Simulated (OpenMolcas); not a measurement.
Os2+ (d6) among equal point charges was computed by CASSCF with the d shell active (OpenMolcas, ANO-RCC-VDZP on the metal). Its lowest spin-free states, and all those of the highest spin:

```tsv
2S+1	Degeneracy	E (cm-1)
5	3	0.0
5	2	8400
3	3	9866
1	1	10663
3	3	12887
3	3	16330
1	3	16825
3	3	17804
3	2	18632
3	3	19173
1	3	22173
3	3	22469
```

Is the site octahedral, tetrahedral or cube-like, axial, or of lower symmetry?

The states with 2S+1 = 5 have orbital degeneracies 3, 2. Threefold states need a cubic site. For d6 at this spin an octahedron puts the threefold T2 below the twofold E and a tetrahedron or cube puts the twofold E below the threefold T2, so the site is octahedral. The first gap at this spin, 8400 cm-1, is |10Dq| in ligand-field theory. The run had Os2+ among 6 point charges of -0.65 e arranged as an octahedron (Oh), 1.86 Å from the ion.

An orbital triplet at a regular site is open to Jahn-Teller coupling, which can distort the site and quench the lowest spin-orbit gaps and is left out. Without dynamic correlation the repulsion within the d shell is too large (B by tens of per cent), so at a given field states of lower spin stand too high. Point charges give a weaker field than real ligands, and real ions of this kind are as a rule low spin; the high spin found here belongs to the model. This is an electrostatic model: the charges have no orbitals. No measured value stands beside these numbers.
